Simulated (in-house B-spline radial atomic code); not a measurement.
C III (C2+) is squeezed into an impenetrable sphere of radius R (the orbitals vanish at R). No spin polarisation. Level of theory: scalar-relativistic (X2C) PBE, spherical fractional occupations, Fermi nucleus of rms radius 2.4702 fm; calculated with an all-electron radial atomic-structure program (B-spline basis).

Energies in eV above the free ion in [He] 2s2:

```json
{"R (bohr)": "9.7", "highest level (eV)": "-40.4", "[He] 2s2": "0", "[He] 2s1 2p1": "8.623"}
{"R (bohr)": "6.24", "highest level (eV)": "-40.4", "[He] 2s2": "0.0002201", "[He] 2s1 2p1": "8.623"}
{"R (bohr)": "5.2", "highest level (eV)": "-40.4", "[He] 2s2": "0.00492", "[He] 2s1 2p1": "8.633"}
{"R (bohr)": "4.44", "highest level (eV)": "-40.3", "[He] 2s2": "0.044", "[He] 2s1 2p1": "8.693"}
{"R (bohr)": "3.8", "highest level (eV)": "-40.1", "[He] 2s2": "0.2574", "[He] 2s1 2p1": "8.966"}
{"R (bohr)": "3.26", "highest level (eV)": "-39.3", "[He] 2s2": "1.069", "[He] 2s1 2p1": "9.879"}
{"R (bohr)": "2.8", "highest level (eV)": "-37.3", "[He] 2s2": "3.428", "[He] 2s1 2p1": "12.3"}
{"R (bohr)": "2.09", "highest level (eV)": "-26.5", "[He] 2s2": "19.77", "[He] 2s1 2p1": "27.47"}
{"R (bohr)": "1.65", "highest level (eV)": "-2.59", "[He] 2s2": "60.02", "[He] 2s1 2p1": "62.19"}
{"R (bohr)": "1.45", "highest level (eV)": "21.3", "[He] 2s2": "102.2", "[He] 2s1 2p1": "97.19"}
```

Q: Does [He] 2s1 2p1 fall below [He] 2s2 under compression?

A: Yes, between R = 1.65 and 1.45 bohr the order changes (near 1.59 bohr by linear interpolation).

The highest level is first positive in the row R = 1.45 bohr, pushed up by confinement above the zero of the free ion's potential. Each configuration is held fixed and needn't be the lowest in the sphere.
